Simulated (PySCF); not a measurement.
The same groups moved round the core (styrene fluoro+silyl). Gas-phase values, no solvent. One relaxed conformer stands for each flexible species; it need not be the lowest. Strings in code marks are SMILES.

The four lowest singlet excitations (Tamm–Dancoff). These are ωB97X-D3(BJ)/def2-TZVP // PBE0-D3(BJ)/def2-SVP (PySCF) values and carry that method's errors. Excitations are Tamm–Dancoff values on a coarser integration grid. The basis has no diffuse functions, so Rydberg states are missing or too high.

| state | energy (eV) | wavelength (nm) | oscillator strength |
|---|---|---|---|
| S1 | 5.27 | 235 | 0.033 |
| S2 | 5.62 | 221 | 0.288 |
| S3 | 6.58 | 188 | 0.008 |
| S4 | 6.79 | 183 | 0.148 |

**Question.** Say which member gives these states.
(A) `C=C([SiH3])c1cccc(F)c1` (Si–C–C–C torsion 144°)
(B) `C=C(F)c1ccc([SiH3])cc1` (F–C–C–C torsion 5°)
(C) `C=Cc1cc([SiH3])ccc1F` (C–C–C–C torsion 3°)
(D) `C=Cc1cc(F)ccc1[SiH3]` (C–C–C–C torsion 20°)

**Answer.** A, `C=C([SiH3])c1cccc(F)c1` (Si–C–C–C torsion 144°)
